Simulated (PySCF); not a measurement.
These compounds are isomers of formula C6H5FO2.

A. `Cc1cc(F)oc(=O)c1`
B. `C1=COC(/C=C\F)=CO1`
C. `C=CC1=COC=C(F)O1`

Spectrum 1. $^{1}$H NMR (300 MHz, computed): δ 6.04 (s, 1H), 5.47 (m, 1H), 2.21 (s, 3H). $^{13}$C{$^{1}$H} NMR (computed): δ 173.1 (C), 164.7 (C), 161.1 (C), 114.3 (CH), 89.6 (CH), 24.0 (CH3).

Spectrum 2. $^{1}$H NMR (300 MHz, computed): δ 5.94 (m, 1H), 5.93 (m, 1H), 5.74 (s, 1H), 5.66 (m, 1H), 5.42 (m, 1H). $^{13}$C{$^{1}$H} NMR (computed): δ 167.2 (C), 144.0 (C), 135.8 (CH), 131.7 (CH), 120.1 (CH2), 112.9 (CH).

Spectrum 3. $^{1}$H NMR (300 MHz, computed): δ 6.54 (m, 1H), 5.69 (d, 1H), 5.56 (s, 1H), 5.48 (d, 1H), 4.64 (m, 1H). $^{13}$C{$^{1}$H} NMR (computed): δ 157.6 (CH), 141.9 (C), 135.7 (CH), 134.2 (CH), 132.5 (CH), 108.1 (CH).

- NMR shieldings at PBE0/pcSseg-1/GIAO
- coordinates at the GFN2-xTB level
- run in PySCF 2.14
- gas phase, a single conformation, no relativistic terms, averaged over atoms made equivalent by symmetry, fast rotation or ring inversion

Chemical shifts δ = σref − σ; $^{1}$H, $^{13}$C vs TMS, all at this level. Splittings of carbon signals by F and P are missing where no couplings were computed. Where no couplings were computed, multiplicities follow the n + 1 count of equivalent neighbours, and m marks all less simple cases (inequivalent or close neighbours, rings, F or P nearby). Shifts are as computed. Against solution values, carbons near 30 ppm lie about +3 ppm off and those near 130 ppm about +5 ppm. Of 1211 compounds with measured shifts, 218 miss one by over three times the rms of a fit or turn the order of signals round; such compounds aren't used in these exercises.

Which spectrum belongs to which compound?

Answers

1–A, 2–C, 3–B.

- Spectrum 1 (A): 6 $^{13}$C signals; δC 24.0 is a methyl carbon on an unsaturated ring; δC 173.1 is a unsaturated ring carbon.
- Spectrum 2 (C): 6 $^{13}$C signals; δC 167.2 is an alkene carbon bearing oxygen; δC 144.0 is an alkene carbon bearing oxygen.
- Spectrum 3 (B): 6 $^{13}$C signals; δC 157.6 is an alkene CH; δC 141.9 is an alkene carbon bearing oxygen.
